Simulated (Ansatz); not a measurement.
Mg3Zn⁺, relaxed as a doublet with UKS PBE/def2-TZVP in Ansatz, starting from the GFN1-xTB geometry. Force threshold 0.02 eV/Å.

The relaxation made no stability test and no search for a lower SCF solution. The structure comes from a short search, and lower isomers may exist.

Start:

```xyz
4

Mg    0.931   -0.027   -1.783
Mg   -1.729    0.697   -0.868
Mg    1.710   -0.619    0.956
Zn   -0.912   -0.051    1.695
```

Estimate the energy that the relaxation releases and the steps that it takes.

32.8 kJ/mol, in 7 steps; 14 s on 4 threads of Arm Neoverse V1 on a shared host. No frequencies were taken in this run, so the end may be a saddle point.

Does the start keep its bonding and symmetry?

Bonds formed: Mg1–Zn4 (atoms count from 1). Point group Cs at the start, Cs at the end, both within 0.05 Å.

Predict the relaxed structure.


```xyz
4

Mg    0.755   -0.073   -1.480
Mg   -2.200    0.908   -1.052
Mg    2.152   -0.756    1.251
Zn   -0.707   -0.078    1.280
```
Bond lengths (bridged metal pairs left out): 3 × Mg–Zn 2.94 to 3.12 Å; 2 × Mg–Mg 3.14 Å.
